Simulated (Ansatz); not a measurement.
Total energies of Ge₃O₈H₄ (the lowest singlet isomer of a short search) from Ansatz at PBE-D4/def2-SVP, gas phase (1 Eh = 27.2114 eV = 2625.5 kJ/mol). The reference geometry is relaxed at PBE-D4/def2-SVP.

| atom | x (Å) | y (Å) | z (Å) |
| --- | --- | --- | --- |
| Ge1 | -1.379 | 1.921 | -0.443 |
| Ge2 | 0.423 | -0.442 | 0.275 |
| Ge3 | -0.599 | 0.533 | -2.430 |
| O4 | 2.172 | -0.292 | 0.683 |
| O5 | 0.328 | -0.700 | -1.501 |
| O6 | -0.090 | 2.149 | -1.726 |
| O7 | 2.294 | -1.888 | 2.413 |
| O8 | 2.158 | -0.525 | 2.183 |
| O9 | -0.611 | 0.922 | 0.845 |
| O10 | -2.201 | 0.715 | -1.555 |
| O11 | -0.140 | -1.880 | 1.198 |
| H12 | -0.546 | 0.263 | -3.938 |
| H13 | 1.355 | -2.198 | 2.261 |
| H14 | -1.016 | -1.687 | 1.589 |
| H15 | -2.147 | 3.110 | 0.145 |

| state | geometry | energy (Eh) |
| --- | --- | --- |
| charge 0 singlet | reference | -6832.47785 |
| charge 1 doublet | reference | -6832.13947 |
| charge 1 doublet | relaxed at PBE-D4/def2-SVP | -6832.16685 |
| charge -1 doublet | reference | -6832.47873 |
| free Ge atom (triplet) | – | -2076.34106 |
| free O atom (triplet) | – | -74.91467 |
| free H atom (doublet) | – | -0.49863 |

The structure holds 2 bonds between oxygen atoms, so isomers without such links may lie far lower.

**Question.** Work out the vertical ionisation energy to the doublet.

**Answer.** E(charge 1 doublet) − E(charge 0 singlet) = -6832.13947 − (-6832.47785) = 0.33838 Eh = 9.21 eV. For comparison, −ε of the highest occupied level is 6.15 eV at this level, 3.06 eV less.

**Question.** Work out the vertical electron affinity, to the doublet.

**Answer.** E(charge 0 singlet) − E(charge -1 doublet) = -6832.47785 − (-6832.47873) = 0.00088 Eh = 0.02 eV; so near zero that its sign isn't settled. The basis lacks diffuse functions, which makes affinities too small.

**Question.** Give the fundamental gap IE − EA, the Mulliken electronegativity (IE + EA)/2 and the hardness (IE − EA)/2.

**Answer.** From the values in Eh: IE − EA = 0.33838 − 0.00088 = 0.33750 Eh = 9.18 eV; (IE + EA)/2 = 4.62 eV; (IE − EA)/2 = 4.59 eV. The HOMO–LUMO gap of the same run is 3.82 eV, 5.36 eV smaller than the fundamental gap.

**Question.** How much does the charge 1 doublet relax, and what is the adiabatic ionisation energy?

**Answer.** Relaxation: -6832.13947 − (-6832.16685) = 0.02738 Eh = 0.75 eV. Adiabatic ionisation energy: 0.31100 Eh = 8.46 eV, without zero-point energy. 

**Question.** What is the binding energy per atom against free atoms?

**Answer.** Atoms: 3 × (-2076.34106) + 8 × (-74.91467) + 4 × (-0.49863) = -6830.33506 Eh. Binding: -6830.33506 − (-6832.47785) = 2.14279 Eh = 58.31 eV, or 3.89 eV for each of 15 atoms (no zero-point energy, no counterpoise term).

At PBE-D4/def2-SVP the gap within one spin of the charge 1 doublet nearly closes, so an electron or hole may be smeared out by delocalisation error. At PBE-D4/def2-SVP the highest occupied level of the charge -1 doublet lies above zero (up to 2.24 eV). Energy differences put its binding near zero (0.02 eV; vertical, to the charge 0 singlet, at PBE-D4/def2-SVP), which leaves it undecided.  

The structure comes from a short search, and lower isomers may exist.
